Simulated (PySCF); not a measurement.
**Excitation energy of Sn by level of theory**

Sn [Kr] 4d10 5s2 5p2 (3P) → Sn [Kr] 4d10 5s1 5p3, s spin flipped, as a difference of total energies. All numbers are calculated (PySCF 2.14, scalar relativity through the core potential, in aug-cc-pVTZ-PP with ECP28MDF (6s5p4d2f, 55 functions)). Correlated levels: valence: 4s2 4p6 4d10 frozen. The calculations carry no spin-orbit coupling.

```json
{"method": "UHF", "excitation energy (eV)": "8.560"}
{"method": "MP2 (valence)", "excitation energy (eV)": "7.573"}
{"method": "SCS-MP2 (valence)", "excitation energy (eV)": "7.512"}
```

Question: How much does correlation contribute at MP2 (valence)?

Answer: 7.573 − (8.560) = -0.987 eV, measured against UHF.

The upper determinant mixes two multiplicities, so it lies between the two terms.

The upper state lies above the first ionisation limit, where it may autoionise and the basis confines it.

The coupled-cluster amplitudes are large for the upper state (T1 above 0.03 or a double amplitude above 0.15), so a single reference is strained.
